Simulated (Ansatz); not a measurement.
Basis-set extrapolation for C₄H₇B, SMILES `CC1=C(C)B1` (PBE0-D4/def2-TZVP geometry, frozen core, Ansatz 0.2.0). Multiplicity 1, RHF reference.

```
                      def2-TZVPP   def2-QZVPP
                 HF  -180.254391  -180.262448
    MP2 correlation    -0.747452    -0.794936
CCSD(T) correlation    -0.823744      not run
```

Energies in hartree. Use E(X) = E(∞) + A·exp(−7.88·√X) for Hartree–Fock and E(X) = E(∞) + B·X^(−2.97) for correlation, with X = 3 and 4, and add CCSD(T) minus MP2 of the smaller set to the MP2 limit.

Problem. What is the CCSD(T) energy at the basis-set limit?

Solution. HF limit: -180.262448 + (-0.008057) × 0.13774 = -180.26356. MP2 limit: -0.794936 + (-0.047484) × 0.74074 = -0.83011. Higher-order term: -0.823744 − (-0.747452) = -0.07629. Total: -181.16996 hartree, 241.1 kJ/mol below CCSD(T)/def2-TZVPP.
